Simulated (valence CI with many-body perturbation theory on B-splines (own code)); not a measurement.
# E1 transitions of As²⁶⁺

Method: valence CI with perturbative core correlation (CI+MBPT): five valence electrons over a frozen Dirac-Fock core [He], radial functions for each j: 9 s, 9 p, 8 d, 6 f, 3 g, 1 h, with the one-electron correlation potential Σ1 (screened to all orders), the two-electron term Σ2, the three-electron term Σ3, Breit, model QED; selected single and double excitations, second order for the rest (own B-spline code, finite nucleus).

The last digits are not significant, and no measured levels were compared; by estimate large intervals hold to a few tenths of a per cent, small ones and those within an open d or f shell to about a per cent. Among the levels kept, up to 1600 cm⁻¹ of a level comes from second order outside the variational space, and about a tenth of that is noise between levels of different J, which matters for small intervals.

Lines 1 to 50 of 266 in falling wavelength, among levels below 127.49 Ry, chosen from the strongest by gf and those to the six lowest levels. Wavelengths and rates use the calculated energies. Electric multipoles are in the length gauge, E1 and E2 with the static RPA response of the core. Weak lines are less certain than strong ones. Lines between different terms over intervals too small for the method are left out, as are lines whose strength nearly cancels. Where a level lies close to another of its J and parity, the split of strength between their lines is uncertain. The highest levels of a list are the least certain.

Levels are named by their leading jj configuration (3d3/2^4 stands for four electrons in 3d with j = 3/2), which in mixed levels can hold well under half, so a name can repeat and another be missing. Letters in brackets count levels of one name in rising energy.

| λ vac (nm) | Upper | Lower | A (s⁻¹) | S (a.u.) |
| --- | --- | --- | --- | --- |
| 39.72 | (2s^2 2p1/2 2p3/2 3p1/2) J=5/2 | (2s^2 2p1/2 2p3/2 3s) J=3/2 [b] | 5.48e+08 | 1.02e-01 |
| 37.00 | (2s^2 2p1/2 2p3/2 3p1/2) J=3/2 [a] | (2s^2 2p1/2 2p3/2 3s) J=1/2 | 6.24e+08 | 6.24e-02 |
| 36.59 | (2s^2 2p1/2 2p3/2 3p1/2) J=1/2 | (2s^2 2p1/2 2p3/2 3s) J=3/2 [a] | 1.63e+09 | 7.86e-02 |
| 36.28 | (2s^2 2p1/2^2 3p1/2) J=1/2 | (2s^2 2p1/2^2 3s) J=1/2 | 2.34e+09 | 1.10e-01 |
| 35.48 | (2s^2 2p1/2 2p3/2 3p1/2) J=5/2 | (2s^2 2p1/2 2p3/2 3s) J=5/2 | 1.30e+09 | 1.72e-01 |
| 33.07 | (2s 2p1/2^2 2p3/2 3p1/2) J=3/2 | (2s 2p1/2^2 2p3/2 3s) J=5/2 | 3.14e+09 | 2.24e-01 |
| 32.72 | (2s^2 2p1/2 2p3/2 3p1/2) J=3/2 [a] | (2s^2 2p1/2 2p3/2 3s) J=3/2 [a] | 1.68e+09 | 1.16e-01 |
| 32.66 | (2s 2p1/2^2 2p3/2 3p3/2) J=3/2 | (2s 2p1/2^2 2p3/2 3s) J=3/2 [a] | 2.68e+09 | 1.84e-01 |
| 32.48 | (2s^2 2p1/2 2p3/2 3d3/2) J=5/2 [b] | (2s^2 2p1/2 2p3/2 3p3/2) J=5/2 [b] | 6.24e+08 | 6.33e-02 |
| 32.25 | (2s^2 2p1/2 2p3/2 3p3/2) J=3/2 [a] | (2s^2 2p1/2 2p3/2 3s) J=3/2 [b] | 9.93e+08 | 6.57e-02 |
| 32.01 | (2s^2 2p3/2^2 3d5/2) J=3/2 | (2s^2 2p3/2^2 3p3/2) J=3/2 [a] | 1.36e+09 | 8.82e-02 |
| 31.89 | (2s 2p1/2^2 2p3/2 3p1/2) J=5/2 | (2s 2p1/2^2 2p3/2 3s) J=5/2 | 3.09e+09 | 2.97e-01 |
| 31.50 | (2s^2 2p1/2 2p3/2 3d5/2) J=1/2 | (2s^2 2p1/2 2p3/2 3p3/2) J=1/2 [b] | 1.84e+09 | 5.68e-02 |
| 30.99 | (2s^2 2p1/2 2p3/2 3d3/2) J=7/2 | (2s^2 2p1/2 2p3/2 3p3/2) J=7/2 | 8.99e+08 | 1.06e-01 |
| 30.93 | (2s^2 2p1/2 2p3/2 3d5/2) J=3/2 [b] | (2s^2 2p1/2 2p3/2 3p3/2) J=1/2 [b] | 1.57e+09 | 9.17e-02 |
| 30.87 | (2s^2 2p3/2^2 3d5/2) J=5/2 | (2s^2 2p3/2^2 3p3/2) J=3/2 [a] | 2.04e+09 | 1.78e-01 |
| 30.55 | (2s^2 2p3/2^2 3p1/2) J=3/2 | (2s^2 2p3/2^2 3s) J=5/2 | 2.95e+09 | 1.66e-01 |
| 30.55 | (2s 2p1/2^2 2p3/2 3p3/2) J=5/2 | (2s 2p1/2^2 2p3/2 3s) J=3/2 [a] | 2.85e+09 | 2.40e-01 |
| 30.11 | (2s^2 2p3/2^2 3d5/2) J=7/2 | (2s^2 2p3/2^2 3p3/2) J=7/2 | 6.85e+08 | 7.38e-02 |
| 29.58 | (2s^2 2p3/2^2 3p3/2) J=5/2 | (2s^2 2p3/2^2 3s) J=3/2 | 3.91e+09 | 2.99e-01 |
| 29.52 | (2s^2 2p3/2^2 3p1/2) J=1/2 | (2s^2 2p3/2^2 3s) J=1/2 | 4.43e+09 | 1.13e-01 |
| 29.25 | (2s 2p1/2^2 2p3/2 3p3/2) J=1/2 | (2s 2p1/2^2 2p3/2 3s) J=3/2 [a] | 3.12e+09 | 7.70e-02 |
| 29.05 | (2s^2 2p3/2^2 3d5/2) J=7/2 | (2s^2 2p3/2^2 3p3/2) J=5/2 | 2.56e+09 | 2.48e-01 |
| 28.84 | (2s^2 2p1/2 2p3/2 3d5/2) J=7/2 [a] | (2s^2 2p1/2 2p3/2 3p3/2) J=5/2 [a] | 3.06e+09 | 2.90e-01 |
| 28.79 | (2s^2 2p1/2 2p3/2 3d5/2) J=9/2 | (2s^2 2p1/2 2p3/2 3p3/2) J=7/2 | 4.10e+09 | 4.83e-01 |
| 28.79 | (2s^2 2p3/2^2 3d5/2) J=7/2 | (2s^2 2p3/2^2 3p1/2) J=5/2 | 6.19e+08 | 5.83e-02 |
| 28.43 | (2s^2 2p3/2^2 3d5/2) J=9/2 | (2s^2 2p3/2^2 3p3/2) J=7/2 | 4.26e+09 | 4.83e-01 |
| 28.22 | (2s^2 2p3/2^2 3p3/2) J=1/2 | (2s^2 2p3/2^2 3s) J=3/2 | 4.27e+09 | 9.48e-02 |
| 28.18 | (2s^2 2p1/2 2p3/2 3p1/2) J=5/2 | (2s^2 2p1/2 2p3/2 3s) J=3/2 [a] | 8.89e+08 | 5.89e-02 |
| 28.17 | (2s^2 2p1/2 2p3/2 3p3/2) J=1/2 [a] | (2s^2 2p1/2 2p3/2 3s) J=1/2 | 2.69e+09 | 5.94e-02 |
| 27.91 | (2s^2 2p1/2 2p3/2 3d5/2) J=5/2 [a] | (2s^2 2p1/2 2p3/2 3p3/2) J=3/2 [a] | 3.35e+09 | 2.16e-01 |
| 27.83 | (2s^2 2p3/2^2 3p1/2) J=5/2 | (2s^2 2p3/2^2 3s) J=5/2 | 4.62e+09 | 2.95e-01 |
| 27.73 | (2s^2 2p1/2^2 3d5/2) J=5/2 | (2s^2 2p1/2^2 3p3/2) J=3/2 | 4.54e+09 | 2.87e-01 |
| 27.66 | (2s^2 2p1/2 2p3/2 3d3/2) J=5/2 [a] | (2s^2 2p1/2 2p3/2 3p1/2) J=5/2 | 8.82e+08 | 5.53e-02 |
| 27.56 | (2s^2 2p3/2^2 3d5/2) J=1/2 | (2s^2 2p3/2^2 3p3/2) J=1/2 | 2.41e+09 | 4.98e-02 |
| 27.22 | (2s^2 2p1/2 2p3/2 3d5/2) J=7/2 [b] | (2s^2 2p1/2 2p3/2 3p3/2) J=5/2 [b] | 4.27e+09 | 3.40e-01 |
| 27.21 | (2s^2 2p1/2 2p3/2 3d5/2) J=7/2 [a] | (2s^2 2p1/2 2p3/2 3p1/2) J=5/2 | 1.11e+09 | 8.86e-02 |
| 26.79 | (2s^2 2p1/2 2p3/2 3p3/2) J=7/2 | (2s^2 2p1/2 2p3/2 3s) J=5/2 | 6.02e+09 | 4.57e-01 |
| 26.70 | (2s^2 2p3/2^2 3p3/2) J=7/2 | (2s^2 2p3/2^2 3s) J=5/2 | 5.97e+09 | 4.49e-01 |
| 26.62 | (2s^2 2p1/2 2p3/2 3p3/2) J=5/2 [a] | (2s^2 2p1/2 2p3/2 3s) J=3/2 [a] | 4.76e+09 | 2.66e-01 |
| 26.48 | (2s^2 2p1/2 2p3/2 3p1/2) J=3/2 [b] | (2s^2 2p1/2 2p3/2 3s) J=5/2 | 5.32e+09 | 1.95e-01 |
| 26.47 | (2s^2 2p1/2 2p3/2 3d3/2) J=5/2 [b] | (2s^2 2p1/2 2p3/2 3p1/2) J=3/2 [b] | 1.71e+09 | 9.37e-02 |
| 26.47 | (2s^2 2p1/2 2p3/2 3p3/2) J=3/2 [a] | (2s^2 2p1/2 2p3/2 3s) J=1/2 | 2.01e+09 | 7.37e-02 |
| 26.31 | (2s 2p1/2^2 2p3/2 3p3/2) J=7/2 | (2s 2p1/2^2 2p3/2 3s) J=5/2 | 7.06e+09 | 5.08e-01 |
| 26.20 | (2s^2 2p1/2 2p3/2 3d5/2) J=3/2 [a] | (2s^2 2p1/2 2p3/2 3p3/2) J=1/2 [a] | 3.29e+09 | 1.17e-01 |
| 26.11 | (2s^2 2p3/2^2 3d3/2) J=5/2 | (2s^2 2p3/2^2 3p1/2) J=5/2 | 2.41e+09 | 1.27e-01 |
| 26.00 | (2s^2 2p1/2 2p3/2 3p3/2) J=3/2 [b] | (2s^2 2p1/2 2p3/2 3s) J=3/2 [b] | 4.08e+09 | 1.42e-01 |
| 25.48 | (2s^2 2p1/2 2p3/2 3d3/2) J=3/2 [b] | (2s^2 2p1/2 2p3/2 3p1/2) J=3/2 [b] | 3.28e+09 | 1.07e-01 |
| 25.42 | (2s^2 2p1/2 2p3/2 3d3/2) J=7/2 | (2s^2 2p1/2 2p3/2 3p3/2) J=5/2 [a] | 1.02e+09 | 6.63e-02 |
| 25.36 | (2s^2 2p1/2^2 3p3/2) J=3/2 | (2s^2 2p1/2^2 3s) J=1/2 | 6.83e+09 | 2.20e-01 |
